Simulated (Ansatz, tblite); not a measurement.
Removing and adding an electron: 1-ethyl-3-methylimidazolium hexafluoroantimonate (C6H11F6N2Sb). The state is a singlet with charge 0. Geometry: PBE-D4/def2-SVP. Ansatz, gas phase; energy differences of separate SCF runs; the oxidised species was run as a doublet alone; the reduced species was run as a doublet alone.

```csv
atom,x (Å),y (Å),z (Å)
C1,-2.2507,-1.8810,1.6783
C2,-0.7698,-1.5423,1.5432
N3,-0.3659,-1.3189,0.1460
C4,0.0821,-2.2717,-0.7544
C5,0.3724,-1.6106,-1.9247
N6,0.0817,-0.2731,-1.7161
C7,0.3815,0.8336,-2.6232
C8,-0.3613,-0.1189,-0.4578
H9,-2.4981,-2.0386,2.7463
H10,-2.5172,-2.8048,1.1254
H11,-2.8858,-1.0532,1.3034
H12,-0.4982,-0.6157,2.0871
H13,-0.1276,-2.3575,1.9325
H14,0.1687,-3.3290,-0.4879
H15,0.7721,-1.9776,-2.8744
H16,1.4792,0.9127,-2.7397
H17,0.0225,1.7675,-2.1541
H18,-0.1069,0.6615,-3.6015
H19,-0.6162,0.8460,0.0024
F20,0.6638,4.0456,2.0828
Sb21,1.4237,2.6433,0.9974
F22,2.3769,3.8933,-0.1243
F23,-0.1441,2.7473,-0.2274
F24,2.9126,2.3801,2.1961
F25,2.0519,1.1608,-0.1348
F26,0.3527,1.3012,1.9794
```

In the def2 sets Sb takes a core potential; there is no spin–orbit coupling. The xTB rows come from tblite. HOMO above LUMO, or a gap near zero within one spin, warns that the state may not be the lowest or that an electron is smeared out.

```json
{"level": "PBE-D4/def2-SVP", "−HOMO (eV)": "7.35", "vertical IE (eV)": "9.74", "−LUMO (eV)": "2.59", "vertical EA (eV)": "0.12", "HOMO–LUMO gap (eV)": "4.76", "IE − EA (eV)": "9.62", "remarks": "HOMO above zero (-1 doublet), gap within one spin near zero (+1 doublet), gap within one spin near zero (-1 doublet)"}
{"level": "PBE0-D4/def2-SVP", "−HOMO (eV)": "8.55", "vertical IE (eV)": "10.47", "−LUMO (eV)": "1.80", "vertical EA (eV)": "0.00", "HOMO–LUMO gap (eV)": "6.75", "IE − EA (eV)": "10.47", "remarks": "HOMO above zero (-1 doublet)"}
```

(1) Estimate the rows for GFN1-xTB, GFN2-xTB.

## Answers

(1) 
```tsv
level	−HOMO (eV)	vertical IE (eV)	−LUMO (eV)	vertical EA (eV)	HOMO–LUMO gap (eV)	IE − EA (eV)
GFN1-xTB	13.30	15.72	10.62	7.58	2.68	8.15
GFN2-xTB	12.60	14.82	7.90	4.70	4.70	10.12
```

Relaxing the reduced species (PBE-D4/def2-SVP) changes its energy by -0.73 eV at PBE-D4/def2-SVP, so the adiabatic electron affinity to this nearest minimum is 0.85 eV. At PBE0-D4/def2-SVP it is 0.57 eV. The highest occupied level of the relaxed charge -1 doublet lies above zero (up to 0.85 eV). By energy differences its removal costs 0.85 eV (each at its own geometry, to the charge 0 singlet, at PBE-D4/def2-SVP); self-interaction error and the lack of diffuse functions both raise the level.     A HOMO above zero means that the electron is unbound at that level or that self-interaction error raises the level; the energy of removing that electron tells which. Raw xTB energy differences between charge states are shifted by several eV; the methods need an empirical correction for them. Sets without diffuse functions give affinities that are too small. A negative affinity means that the extra electron isn't bound; its size then hangs on the basis.
